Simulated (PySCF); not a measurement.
Energy of Sc(2+) (scandium, charge +2) between two integer charges

The 3d alpha orbital of [Ar] 3d1 is emptied in steps (occupation f), with all orbitals relaxed, ending at [Ar]. All numbers are calculated (PySCF 2.14, no relativity, point nucleus, in def2-TZVP (6s4p4d1f, 45 functions)). The exact energy is a straight line in f; departures are measured from the line between the end points of the same method.

| f | M06-2X (eV) |
| --- | --- |
| 1 | 0.000 |
| 0.8 | -0.496 |
| 0.6 | -0.746 |
| 0.4 | -0.747 |
| 0.2 | -0.499 |
| 0 | 0.000 |

```csv
method,E(f=0) − E(f=1) (eV),−ε at f=1 (eV),−ε at f=0.4 (eV)
M06-2X,24.888,21.800,25.508
```

Orbital energy along the path (eV):

```
  f   M06-2X
  1  -21.800
0.8  -23.019
0.6  -24.262
0.4  -25.508
0.2  -26.742
  0  -28.059
```

Reference removal energy between the ground levels: 24.757 eV (measured; NIST Atomic Spectra Database, ionization energies). The calculation has no spin-orbit coupling.
